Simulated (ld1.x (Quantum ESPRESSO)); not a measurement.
# Before and after: RRKJ potential for Nd (Z = 60)

- Element: Nd (Z = 60)
- Generator: ld1.x (Quantum ESPRESSO) 7.5
- Type: norm-conserving RRKJ (Kleinman–Bylander form)
- Functional: LDA (PZ)
- Relativity: scalar-relativistic
- Frozen core: [Kr] 4d10
- Valence charge: 14
- Reference configuration: 4f4 5s2 5p6 5d0 6s0 6p0 (charge +2)
- Partial waves: 5s (bound): rc 1.60 bohr; 5p (bound): rc 2.50 bohr; 5d (bound, empty): rc 2.85 bohr; 4f (bound): rc 1.10 bohr
- Local potential: all-electron potential smoothed inside 1.70 bohr (lloc = -1)
- Core correction: Bessel-smoothed model core inside 1.00 bohr
- rho0: 0.02

Change: wave 4f (bound): rc 1.10 bohr becomes 4f (bound): rc 1.18 bohr.

Cutoffs: the cutoffs (Ry, on a coarse ladder) from which the occupation-weighted sum of valence levels, in a spherical-Bessel basis at the reference potential, stays within 10 and 1 mRy of its value at 400 Ry; they do not see the model core or the augmentation charge, which bear on the density cutoff. Errors are all-electron minus pseudo energies relative to the spin-unpolarised reference configuration.

Problem. What does the change do?

Solution. The potential gets neither clearly harder nor softer (180 Ry and 230 Ry → 160 Ry and 230 Ry); of the 9 tests that both files solve, the error grows in 2 and shrinks in 0 by more than 15 % and 0.3 meV (median size 233.3 → 272.2 meV); neither file shows a bound ghost.

| quantity | base | changed |
| --- | --- | --- |
| cutoff, loose | 180 Ry | 160 Ry |
| cutoff, tight | 230 Ry | 230 Ry |
| bound ghosts | none | none |
| error for 4f4 5s2 5p6 5d0 6s2 6p0, meV [ΔE -16.99 eV] | +322 | +321 |
| error for 4f4 5s2 5p6 5d0 6s1 6p0, meV [ΔE -10.99 eV] | +233 | +233 |
| error for 4f3 5s2 5p6 5d0 6s0 6p0, meV [ΔE 22.76 eV] | +72 | +96 |
| error for 4f4 5s2 5p6 5d0 6s0 6p2, meV [ΔE -11.98 eV] | +93 | +93 |
| error for 4f4 5s2 5p6 5d0 6s1 6p1, meV [ΔE -14.56 eV] | +222 | +222 |
| error for 4f3 5s2 5p6 5d0 6s2 6p0, meV [ΔE -8.57 eV] | +1197 | +1210 |
| error for 4f4 5s1 5p6 5d0 6s2 6p0, meV [ΔE 28.87 eV] | +738 | +740 |
| error for 4f4 5s2 5p6 5d0 6s0 6p0 (spin-polarised), meV [ΔE -2.37 eV] | +233 | +272 |
| error for 4f4 5s2 5p6 5d0 6s2 6p0 (spin-polarised), meV [ΔE -19.29 eV] | +529 | +567 |
| s: phases at 3.12 bohr within 0.05 rad from the reference energy up to (Ry; the scan ends near 5) | -1.3 | -1.3 |
| p: phases at 3.12 bohr within 0.05 rad from the reference energy up to (Ry; the scan ends near 5) | -0.6 | -0.6 |
| d: phases at 3.12 bohr within 0.05 rad from the reference energy up to (Ry; the scan ends near 5) | 1.5 | 1.5 |
| f: phases at 3.12 bohr within 0.05 rad from the reference energy up to (Ry; the scan ends near 5) | 0.3 | 0.3 |
